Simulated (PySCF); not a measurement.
AlCl₃, SMILES [Cl][Al-]([Cl])[Cl], charge -1, multiplicity 2. Atoms are numbered in the order given.

```xyz
4

Al     0.0000     0.0000    -0.6478
Cl     1.7943     1.0359     0.1651
Cl     0.0000    -2.0718     0.1651
Cl    -1.7943     1.0359     0.1651
```
Charge -1, spin multiplicity 2.

The structure is a stationary point at TPSSh-D3(BJ)/def2-SVPD.

Method: PySCF with PBE/pcH-1.

Unrestricted Kohn–Sham, ⟨S²⟩ = 0.751. Hyperfine tensors hold the contact and dipolar terms, without spin-orbit corrections.

Computed hyperfine couplings:
```csv
nucleus,A(iso) (MHz),A(iso) (G),dipolar principal values (MHz)
27Al no. 1,1222.1,436.1,"-36.1, -36.1, 72.3"
35Cl no. 2,40.5,14.5,"-14.4, -13.6, 28.0"
35Cl no. 3,40.5,14.5,"-14.4, -13.6, 28.0"
35Cl no. 4,40.5,14.5,"-14.4, -13.6, 28.0"
```

### Question
And the g tensor (effective nuclear charges for spin-orbit coupling, GIAO)? (An estimate is asked for; the answer gives what the named calculation found.)

### Answer
principal values 2.0003, 2.0003, 2.0011; isotropic 2.0006.
